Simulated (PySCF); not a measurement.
Species: C8H6.
Bonds: C1–C2 (triple), C2–C3, C3–C4 (double), C4–C5, C5–C6 (double), C6–C7, C7–C8 (double), C4–C8. Hydrogens: H9 on C1; H10 on C3; H11 on C5; H12 on C6; H13 on C7; H14 on C8.

Computed, not measured: PBE0/def2-SVP geometry optimisation, gas phase (PySCF 2.14.0).

(1) Give the optimised bond lengths and angles.

Answers

(1) 
```tsv
bond	length (Å)	order
C1≡C2	1.216	triple
C2–C3	1.414	single
C3=C4	1.359	double
C4–C5	1.465	single
C5=C6	1.356	double
C6–C7	1.470	single
C7=C8	1.355	double
C4–C8	1.466	single
C1–H9	1.075	single
C3–H10	1.096	single
C5–H11	1.089	single
C6–H12	1.091	single
C7–H13	1.091	single
C8–H14	1.090	single
```

Orders are formal, as drawn. A selection of angles:
```tsv
angle	degrees
C1–C2–C3	178.4
C2–C3–C4	125.0
C3–C4–C5	127.7
C3–C4–C8	125.4
C5–C4–C8	107.0
C4–C5–C6	107.4
C5–C6–C7	109.1
C6–C7–C8	109.0
C4–C8–C7	107.5
```

Dihedral angles: C2–C3–C4–C5 0° (synperiplanar); C3–C4–C5–C6 180° (antiperiplanar); C4–C5–C6–C7 0° (synperiplanar); C5–C6–C7–C8 0° (synperiplanar); C6–C7–C8–C4 0° (synperiplanar); C3–C4–C8–C7 180° (antiperiplanar).

Of the pairs four or more bonds apart, C2···H11 is among the closest relative to their van der Waals radii: 2.92 Å, 101 % of the sum of Bondi's values. The 8 heavy atoms lie in one plane (0.001 Å rms). The 5-membered ring C4–C5–C6–C7–C8 has internal angles of 107.0° to 109.1°; it is planar, 0.00 Å rms from its mean plane, widest ring torsion 0°. The C–C distances run from 1.216 Å (C1≡C2, drawn triple) to 1.470 Å (C6–C7, drawn single), a spread of 0.254 Å.

Point group: Cs (every atom within 0.08 Å of its image). Not checked by PBE0/def2-SVP frequencies.
